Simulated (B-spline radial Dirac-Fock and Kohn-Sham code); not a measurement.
**K-line shifts caused by a second vacancy in Ru⁴⁺**

System: Ru⁴⁺, configuration [Kr] 4d4.

Input file task.json (cfg lists n, l and occupation; rrms is the nuclear radius in fm):

```json
{"items": [{
  "Z": 44,
  "q": 4,
  "cfg": [[1, 0, 2], [2, 0, 2], [2, 1, 6], [3, 0, 2], [3, 1, 6], [3, 2, 10], [4, 0, 2], [4, 1, 6], [4, 2, 4]],
  "A": 102,
  "rrms": 4.4809,
  "do": ["binding", "quiet", "double"]
}]}
```

Command: `python xray_run.py task.json out`

Calculated with a radial finite-basis atomic code, using multi-electron Dirac-Fock with separately optimised hole states, Breit and Lamb-shift corrections added in first order. Each two-hole energy is an average over J within one jj subconfiguration, not an observable level; in light atoms, where LS coupling holds, the j-resolved values are not observed lines, and for a K spectator the Kα1 hypersatellite is nearly forbidden. Correlation energy is missing from these numbers.

Lines without a spectator: Kα2 (K-L2) 19148.3 eV, Kα1 (K-L3) 19277.3 eV, Kβ3 (K-M2) 21631.2 eV, Kβ1 (K-M3) 21653.7 eV. Shifts in eV with one spectator hole (a dash: not computed, or left out as unreliable):

```tsv
spectator hole	Kα2	Kα1	Kβ3	Kβ1
K (1s)	+493.6	+505.6	+627.3	+629.7
L2 (2p1/2)	+52.5	+65.5	–	+141.4
L3 (2p3/2)	+53.6	+53.0	+128.5	–
M2 (3p1/2)	–	+6.79	+15.95	+19.54
M3 (3p3/2)	+5.29	–	+17.11	+16.53
M4 (3d3/2)	+0.57	-1.61	–	–
M5 (3d5/2)	-1.94	-0.41	–	–
```

With n spectator holes in 2p, averaged over the 2p shell (energies in eV):

```tsv
n	KαLⁿ	step	hypersatellite KαʰLⁿ
0	19234.3	–	19735.8
1	19290.8	+56.5	19793.7
2	19348.5	+57.7	19852.8
3	19407.5	+59.0	19913.2
4	19467.7	+60.2	19974.8
5	19529.1	+61.4	20037.6
```
